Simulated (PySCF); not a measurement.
**Be (beryllium, neutral): wB97X-V calculation**

Configuration: [He] 2s1 2p1, high-spin 3P determinant (an excited configuration). Computed with PySCF 2.14 in aug-cc-pVTZ with one added diffuse shell each of s, p, d, f type (6s5p4d3f, 62 functions), with no relativity, point nucleus.

```json
{
 "Total energy": "-14.5716 hartree",
 "One-electron energy": "-18.9011 hartree",
 "Hartree (Coulomb) energy": "7.1153 hartree",
 "Exchange-correlation energy": "-2.7858 hartree",
 "Kinetic energy": "14.46246 hartree",
 "⟨S²⟩": "2.0000",
 "⟨L²⟩": "2.014",
 "Sum of ⟨r⟩": "6.262 bohr",
 "Sum of ⟨r²⟩": "18.55 bohr²",
 "Traceless quadrupole moment −½Σ⟨3z² − r²⟩ along its main axis": "-4.56 e·bohr²",
 "Density at the nucleus (Gaussians lack the cusp)": "33.7 bohr⁻³",
 "Spin density at the nucleus": "0.679 bohr⁻³",
 "Langevin diamagnetic susceptibility": "-14.7 ×10⁻⁶ cm³/mol"
}
```

```csv
shell,electrons,mean orbital energy (hartree),"rms radius, mean of both spins (bohr)"
1s α,1,-4.22030,0.487
1s β,1,-4.20189,0.487
2s α,1,-0.36794,2.78
2p α,1,-0.22586,3.21
```
